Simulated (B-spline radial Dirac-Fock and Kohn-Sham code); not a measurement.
## The free promethium atom: differential elastic cross section for electrons at 140 keV

Method: relativistic (Dirac) partial waves in the static field of the Dirac-Fock atom with Furness-McCarthy exchange, without polarisation or absorption potentials. Computed with a radial B-spline solver.

Input file task.json (cfg lists n, l and occupation; rrms is the nuclear radius in fm):

```json
{"items": [{
  "Z": 61,
  "q": 0,
  "cfg": [[1, 0, 2], [2, 0, 2], [2, 1, 6], [3, 0, 2], [3, 1, 6], [3, 2, 10], [4, 0, 2], [4, 1, 6], [4, 2, 10], [4, 3, 5], [5, 0, 2], [5, 1, 6], [6, 0, 2]],
  "A": 145,
  "rrms": 4.962,
  "do": "elastic",
  "energies": [[140000.0, 0]],
  "theta": [0, 0.5, 1, 2, 4, 8, 12, 16, 24, 32, 45, 60, 75, 90, 105, 120, 135, 150, 165, 180]
}]}
```

Command: `python xray2_run.py task.json out`

```csv
θ (°),dσ/dΩ (a₀²/sr),Sherman function
0,1410,0.000
0.5,391,0.000
1,121,0.000
2,23.1,0.000
4,2.83,0.000
8,0.273,0.001
12,0.0660,0.002
16,0.0238,0.004
24,0.00554,0.004
32,0.00200,0.000
45,0.000615,-0.021
60,0.000233,-0.067
75,0.000112,-0.127
90,6.20e-05,-0.191
105,3.85e-05,-0.247
120,2.61e-05,-0.280
135,1.92e-05,-0.275
150,1.54e-05,-0.223
165,1.34e-05,-0.126
180,1.28e-05,0.000
```

Question: What integrated cross sections go with this distribution?

Answer: The total elastic cross section is 0.616 a₀², the first transport cross section 0.00188 a₀² and the second, weighted with (3/2) sin²θ, 0.00458 a₀². The mean deflection is ⟨1 − cos θ⟩ = 0.00306, and 0.030 % of the collisions scatter beyond 90°.
